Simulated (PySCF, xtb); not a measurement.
Si(H)3(nPr) (C3H10Si), SMILES CCC[SiH3]. The values are those of a single conformer.

Harmonic wavenumbers (cm⁻¹) from GFN2-xTB (xtb) at its own minimum, in rising order: 93, 120, 200, 235, 348, 510, 538, 734, 758, 786, 792, 798, 842, 954, 1013, 1078, 1117, 1230, 1250, 1287, 1354, 1415, 1487, 1500, 1505, 1508, 2251, 2255, 2260, 2952, 2965, 2973, 2977, 3024, 3026, 3032.

Q: What does B3LYP-D3(BJ)/def2-SVP in PySCF give at its own minimum? (Estimate from the structure and the level; the computed values follow.)

A: 97, 144, 184, 259, 342, 518, 595, 736, 747, 840, 907, 937, 954, 958, 1024, 1051, 1093, 1221, 1231, 1319, 1363, 1399, 1434, 1466, 1470, 1480, 2210, 2210, 2215, 3013, 3021, 3022, 3048, 3069, 3101, 3105. Paired by order, the mean absolute difference is 40 cm⁻¹ and the zero-point energies are 73.1 and 74.0 kcal/mol.
